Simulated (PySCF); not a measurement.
Cl3Sc, triplet, geometry from GFN2-xTB (such geometries of metal compounds can be far from the true shape) (the multiplicity is a formal guess). Base run: PBE/3-21G in PySCF.

Here is a job for PySCF.
```python
from pyscf import gto, scf, dft

mol = gto.Mole()
mol.atom = '''
    Sc   -0.305521   -0.023381    0.213407
    Cl    1.773216   -0.126430   -0.815400
    Cl   -0.592849   -1.150558    2.198355
    Cl   -0.802959    1.305872   -1.646575
'''
mol.basis = '3-21g'
mol.charge = 0
mol.spin = 2
mol.verbose = 4
mol.symmetry = True
mol.build()

mf = dft.UKS(mol)
mf.xc = 'pbe'
mf.kernel()
mf.analyze()
```

The base run was repeated with changes; each row names its change, and settings that it needs were set with it.

```tsv
change	ΔE vs base (eV)	outcome
base	0.00	converged
irrep_nelec = A':(28, 27) A":(9, 8)	-	not converged
irrep_nelec = A':(30, 27) A":(7, 8)	-	not converged
symmetry = off	-	not converged
```

Open shells are given as the SCF converged; they aren't shown to be the lowest states, and a large step between rows can be another state.
